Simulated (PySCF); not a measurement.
Species: NbSeCl3 (singlet state).
Structure used (PBE0-D3(BJ)/def2-SVP), in Å, numbered top down from 1:
```
atom  x, y, z in Å
Nb1    0.020   -0.011   -0.036
Se2   -0.084   -0.261    2.199
Cl3    2.200    0.042   -0.666
Cl4   -1.064    1.913   -0.559
Cl5   -0.997   -1.793   -0.999
```

Theory: PySCF, PBE0-D3(BJ)/def2-SVP geometry optimisation, gas phase, def2 core potentials past Kr.

Q: Which atoms are bound to Nb1, and at what distances?

A: 4 atoms: Se2 2.251 Å, Cl5 2.266 Å, Cl3 2.269 Å, Cl4 2.270 Å.

Q: List the angles at Nb1.

A: 
```csv
angle,degrees,distance of the outer atoms (Å)
Cl3–Nb1–Cl4,112.0,3.76
Cl4–Nb1–Cl5,110.7,3.73
Cl3–Nb1–Cl5,109.4,3.70
Se2–Nb1–Cl3,108.8,3.68
Se2–Nb1–Cl5,108.3,3.66
Se2–Nb1–Cl4,107.5,3.65
```

Q: What is the shape at Nb1?

A: Tetrahedral: angles from 107.5° to 112.0°; τ4 = (360° − α − β)/141° = 0.97 with α and β the two widest (0 for a square, 1 for a tetrahedron).

Charge 0, singlet. No frequency check.
